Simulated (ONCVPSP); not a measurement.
## What one change does to a pseudopotential (Cu, ONCV)

copper (Cu), optimised norm-conserving Vanderbilt (ONCV), made with ONCVPSP 4.0.1 (PBE, scalar-relativistic). Core [Ne], reference 3s2 3p6 3d10 4s1. Waves: 3s+4s: rc 1.30 bohr, ncon 3, nbas 7, qcut 8.8 1/bohr, 2 projectors; 3p: rc 0.95 bohr, ncon 5, nbas 8, qcut 16.8 1/bohr, 1 projector; 3d: rc 0.95 bohr, ncon 3, nbas 7, qcut 18.7 1/bohr, local. Local part: the d channel. Core correction: Teter function, fcfact 2.75, rcfact 1.15.

Change: all radii but the core radius scaled by about 0.80 (s 1.04, p 0.76, d 0.76 bohr).

Cutoffs: the cutoffs (Ha) at which the residual kinetic energy of the hardest occupied pseudo-wave falls to 1 and 0.1 mHa per electron; they do not see the model core or the augmentation charge, which bear on the density cutoff. Errors are all-electron minus pseudo energies relative to the spin-unpolarised reference configuration.

Task: What does the change do?

Result: The potential gets harder (119 Ha and 138 Ha → 137 Ha and 157 Ha); of the 3 tests that both files solve, the error grows in 1 and shrinks in 1 by more than 15 % and 0.3 meV (median size 1.5 → 1.5 meV); neither file shows a bound ghost. A smaller radius makes the pseudo-wave follow the all-electron one further in, where it bends more sharply, so more plane waves are needed.

| quantity | base | changed |
| --- | --- | --- |
| cutoff, loose | 119 Ha | 137 Ha |
| cutoff, tight | 138 Ha | 157 Ha |
| loose cutoff by channel | s 16 Ha, p 90 Ha, d 119 Ha | s 33 Ha, p 105 Ha, d 137 Ha |
| bound ghosts | none | none |
| GHOST(+) flags under 300 eV | s at 222.5 eV | s at 239.7 eV |
| tests with a reliable result | 3 of 4 | 3 of 4 |
| error for 3s2 3p6 3d10 4s0, meV [ΔE 8.15 eV] | +1.5 | +1.5 |
| error for 3s2 3p6 3d9 4s0, meV [ΔE 29.48 eV] | -4.3 | -1.4 |
| error for 3s2 3p6 3d9 4s2, meV [ΔE 1.97 eV] | -0.5 | +2.0 |
| rms error of d²Exc/dni dnj with the model core, mHa | 1.31 | 1.34 |
